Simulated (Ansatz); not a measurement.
Energy needed to pull apart CH₂BrF (SMILES FCBr), singlet, into free ground-state atoms, from the structure below (displaced at random from a GFN2-xTB minimum); no zero-point or spin–orbit terms; open-shell atoms are treated unrestricted, in their ground-state multiplicity.

```
5
angstrom
F 0.6813 1.1431 0.1715
C 0.1270 -0.0541 0.0730
Br -1.5332 -0.0196 -0.8833
H 0.8676 -0.6632 -0.5154
H -0.0211 -0.4338 1.0940
```

Program: Ansatz 0.2.0. Basis: def2-TZVPP. Cores are frozen in the correlated methods. Filled d shells of the heavier atoms are correlated. The def2 sets are not built for correlating such inner shells, so the correlated values are less sure here.

| method | atomization energy (kcal/mol) |
| --- | --- |
| PBE-D4 | 400.9 |
| r2SCAN-D4 | 389.5 |
| B97M-V | 385.9 |
| PBE0-D4 | ? |
| HSE06-D4 | 389.8 |
| wB97M-V | 386.8 |
| HF | 269.6 |
| MP2 | ? |
| CCSD | 369.8 |
| CCSD(T) | 377.0 |

(1) What does MP2 give? (An estimate is asked for; the value comes from the calculation.)

(2) What does PBE0-D4 give? (To be estimated.)

No T1 diagnostic of these runs exceeds 0.009.

Results:

(1) The calculation gives: 387.7 kcal/mol, which is about 10.7 kcal/mol more than CCSD(T)/def2-TZVPP.

(2) The calculation gives: 389.4 kcal/mol, which is about 12.4 kcal/mol more than CCSD(T)/def2-TZVPP.

In triple zeta the MP2 and coupled-cluster atomization energies are still short of their basis limit by a few kcal/mol a bond, whereas those of the functionals are nearly converged, so these differences are not deviations from converged CCSD(T).

For scale, one of the runs: CCSD(T)/def2-TZVPP forces, 138 basis functions (an equivalent command: `ansatz run in.yaml --threads 4`). Hardware: 4 CPU threads, shared host. Wall time 120 s; peak host memory 1.4 GiB.
